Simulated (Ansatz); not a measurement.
Consider the redistribution: `N[SiH](N)O` + `[SiH3][S][SbH][SiH3]` → `N[SiH](O)S[SiH3]` + `[NH2][SbH][SiH3]`.

Program: Ansatz. Geometries: PBE0-D4/def2-TZVP. ΔE: electronic, gas phase. CCSD(T)/CBS is the MP2 limit (def2-TZVPP, def2-QZVPP) plus CCSD(T) − MP2 in def2-TZVPP, frozen cores. DFT in def2-TZVPP. def2 core potentials past Kr. For Sb outer-core shells are correlated without core-valence functions, which leaves a few kJ/mol of doubt a bond. Each species was taken in one conformer, which may not be the lowest.

```json
{"level": "r2SCANh", "ΔE (kJ/mol)": "76.8"}
{"level": "CCSD(T)/def2-SVP", "ΔE (kJ/mol)": "76.1"}
```

(1) What does CCSD(T)/CBS give? (An estimate is asked.)

(2) What do rigid-rotor, harmonic-oscillator terms from PBE0-D4/def2-TZVP frequencies (298.15 K, 1 bar) make of the CCSD(T)/CBS value? (Best estimate.)

Largest T1 diagnostic among the species: 0.014.

## Answers

(1) Computed: +81.0 kJ/mol. The listed levels differ from it by -4.2, -4.9 kJ/mol.

(2) Computed: ΔZPE = -1.8 kJ/mol, ΔH = +79.4 kJ/mol, ΔS = -1 J/(mol·K), ΔG = +79.8 kJ/mol. Modes under 50 cm⁻¹ make the entropy rough.

Leaving LDA and LC-ωPBE aside and taking each functional with its dispersion term where it has one, the values, not all of them listed here, spread over 16.8 kJ/mol, from revPBE-D4 to BHLYP-D4. LDA lies +4.0 kJ/mol from PBE without D4. From r2SCAN to r2SCAN0 (25 % exact exchange), in def2-TZVPP and without D4, ΔE moves by +4.8 kJ/mol.
